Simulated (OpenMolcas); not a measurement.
**Au5+: moving or changing the point charges**

Au5+ among 4 point charges of -2 e arranged as a tetrahedron (Td), 1.87 Å from the ion.

- Program: OpenMolcas 26.06
- Method: SS-CASPT2, IPEA 0.25 Eh, imaginary shift 0.1 Eh (closed shells correlated: 4f 5s 5p)
- Basis: ANO-RCC-VDZP [7s6p4d2f]
- Scalar Hamiltonian: DKH2, point nucleus
- Active space: 6 electrons in 5 orbitals (5d)
- State averaging: 2S+1 = 5 even, 5 roots; 2S+1 = 3 even, 45 roots; 2S+1 = 1 even, 50 roots
- Spin-orbit coupling: RASSI with atomic mean-field integrals over the reference wave functions

Runs around this geometry, states (labels of Td). Energies in cm-1 above the lowest state or level, χT in cm3 K/mol.

| R (Å) | q (e) | Ground state | First state of that spin | First gap with spin-orbit (degeneracies) | χT at 300 K | First state of another spin |
| --- | --- | --- | --- | --- | --- | --- |
| 1.87 | -1 | 5E | 5T2 1950 | 68 (1, 3) | 5.010 | 3T1 19800 |
| 1.71 | -2 | 5E | 5T2 5240 | 210 (1, 2) | 4.255 | 3T1 17580 |
| 1.87 | -2 | 5E | 5T2 3590 | 170 (1, 2) | 4.725 | 3T1 18840 |
| 1.98 | -2 | 5E | 5T2 2790 | 130 (1, 2) | 4.896 | 3T1 19360 |

Taking the first state of the same spin as R^-n, n = -ln(2790 / 5240) / ln(1.98 / 1.71) = 4.3 between the shortest and longest distance.

Scaling the charges by -1 / -2 = 0.50 scales the first state of the same spin by 1950 / 3590 = 0.54; with fixed orbitals a first-order splitting would follow the charge.

Roots that are degenerate in the reference are averaged as groups; the widest CASPT2 spread within a group is 310 cm-1 (the 3-fold group of multiplicity 3 near 51800 cm-1 above the lowest state of its run, R = 1.87, q = -1). Shifts and gaps below about the spread of the groups concerned are not significant. An orbital doublet at a regular site is open to a Jahn-Teller distortion, which this geometry leaves out. Point charges give a weaker field than real ligands, and real ions of this kind are as a rule low spin; the high spin found here belongs to the model. Free-ion shares, where given, are those of the reference states; single-state CASPT2 does not remix them. Spin-orbit coupling mixes the spin-free states strongly: the lowest level takes only 51 % from its leading state, 5E (figures for R = 1.87, q = -1; the like holds for R = 1.71, q = -2, R = 1.87, q = -2, R = 1.98, q = -2). The ground term spreads over less than 5000 cm-1, several times less than with real ligands, so orbital moments are less quenched and χT lies further from the spin-only value than at real sites (holds for R = 1.87, q = -1; R = 1.87, q = -2; R = 1.98, q = -2). Point charges carry no covalency, so the field is a model and not that of real ligands. No measured value stands beside these numbers.
